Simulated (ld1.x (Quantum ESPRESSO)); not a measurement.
Before and after: TM semilocal potential for La

| Quantity | Value |
| --- | --- |
| Element | La (Z = 57) |
| Generator | ld1.x (Quantum ESPRESSO) 7.5 |
| Type | norm-conserving Troullier–Martins (semilocal form) |
| Functional | PBEsol |
| Relativity | scalar-relativistic |
| Frozen core | [Kr] 4d10 |
| Valence charge | 11 |
| Reference configuration | 4f0 5s2 5p6 5d1 6s2 6p0 |
| Partial waves | 5s (bound): rc 1.40 bohr; 5p (bound): rc 2.75 bohr; 4f (bound, empty): rc 1.65 bohr; 5d (bound): rc 3.30 bohr |
| Local potential | the d channel |
| Core correction | none |

Occupied shells without a wave of their own: 6s. They enter only through the test configuration that unscreens the potential.

All-electron outer shells of the reference configuration (PBEsol, scalar-relativistic, ld1.x):

```json
{"shell": "4p", "level (eV)": "-199.76", "outermost node (bohr)": "0.34", "outermost maximum (bohr)": "0.63"}
{"shell": "4d", "level (eV)": "-103.77", "outermost node (bohr)": "0.32", "outermost maximum (bohr)": "0.68"}
{"shell": "5s", "level (eV)": "-38.95", "outermost node (bohr)": "0.77", "outermost maximum (bohr)": "1.41"}
{"shell": "5p", "level (eV)": "-22.40", "outermost node (bohr)": "0.83", "outermost maximum (bohr)": "1.58"}
{"shell": "4f", "level (eV)": "-4.39", "outermost node (bohr)": "–", "outermost maximum (bohr)": "0.75"}
{"shell": "6s", "level (eV)": "-3.70", "outermost node (bohr)": "1.86", "outermost maximum (bohr)": "3.79"}
{"shell": "5d", "level (eV)": "-3.10", "outermost node (bohr)": "0.95", "outermost maximum (bohr)": "2.21"}
{"shell": "6p", "level (eV)": "-1.34", "outermost node (bohr)": "2.21", "outermost maximum (bohr)": "4.93"}
```

Change: functional PBE.

Cutoffs: the cutoffs (Ry, on a coarse ladder) from which the occupation-weighted sum of valence levels, in a spherical-Bessel basis at the reference potential, stays within 10 and 1 mRy of its value at 400 Ry; they do not see the model core or the augmentation charge, which bear on the density cutoff. Errors are all-electron minus pseudo energies relative to the spin-unpolarised reference configuration.

Task: What does the change do?

Result: The potential gets neither clearly harder nor softer (50 Ry and 90 Ry → 50 Ry and 90 Ry); the number of tests that count goes from 7 to 5; of the 5 tests that both files solve, the error grows in 1 and shrinks in 0 by more than 15 % and 0.3 meV (median size 198.2 → 196.1 meV); neither file shows a bound ghost at the reference potential, the only one tested. A semilocal file is local in each channel, so a ghost entry of none says nothing of the separable form that plane-wave codes build from it.

```csv
quantity,base,changed
"cutoff, loose",50 Ry,50 Ry
"cutoff, tight",90 Ry,90 Ry
bound ghosts,none,none
"largest miss of a reference level, eV",0.06,0.05
"tests counted (converged, no solver errors)",7 of 7,5 of 7
"error for 4f0 5s2 5p6 5d1 6s1 6p0, meV [ΔE 6.00 → 5.97 eV]",-74,-74
"error for 4f0 5s2 5p6 5d1 6s0 6p0, meV [ΔE 16.85 → 16.85 eV]",-198,-196
"error for 4f0 5s2 5p6 5d0 6s0 6p0, meV [ΔE 35.75 → 35.80 eV]",-270,-264
"error for 4f1 5s2 5p6 5d0 6s1 6p0, meV [ΔE 6.23 → 6.23 eV]",+260,+349
"error for 4f0 5s2 5p6 5d2 6s0 6p0, meV [ΔE 6.05 → 6.03 eV]",-133,-132
s: phases at 3.58 bohr within 0.05 rad from the reference energy up to (Ry; the scan ends near 5),-0.3,-0.3
p: phases at 3.58 bohr within 0.05 rad from the reference energy up to (Ry; the scan ends near 5),-0.1,-0.1
d: phases at 3.58 bohr within 0.05 rad from the reference energy up to (Ry; the scan ends near 5),1.5,1.5
f: phases at 3.58 bohr within 0.05 rad from the reference energy up to (Ry; the scan ends near 5),0.8,0.8
```

Base: The cutoffs count occupied waves only; the empty 4f level needs 110 Ry at the loose tolerance. These tests converged, but a pseudo level misses the all-electron one widely, so the file describes the atom poorly there or has found another state: 4f0 5s2 5p6 5d1 6s0 6p0: empty 6p by 6.8 eV; 4f0 5s2 5p6 5d0 6s0 6p0: empty 6p by 11.0 eV; 4f0 5s2 5p6 5d1 6s1 6p1: 5s by 11.6 eV (a node warning on the way); 4f0 5s2 5p6 5d1 6s0 6p1: 5s by 5.8 eV. ld1.x printed “convergence not achieved” for 7 of the counted tests; their residual had stalled under 1e-8, short of the target of 1e-14. The 6s level has no wave, so the channel is fitted at the deeper level alone: the likely source of the large errors. Changed file: The cutoffs count occupied waves only; the empty 4f level needs 110 Ry at the loose tolerance. Tests not counted: 4f0 5s2 5p6 5d1 6s1 6p1 (solver errors, printed error -24.5 eV); 4f0 5s2 5p6 5d1 6s0 6p1 (solver errors, printed error -7.4 eV). These tests converged, but a pseudo level misses the all-electron one widely, so the file describes the atom poorly there or has found another state: 4f0 5s2 5p6 5d1 6s0 6p0: empty 6p by 7.0 eV; 4f0 5s2 5p6 5d0 6s0 6p0: empty 6p by 11.1 eV. The 6s level has no wave, so the channel is fitted at the deeper level alone: the likely source of the large errors.
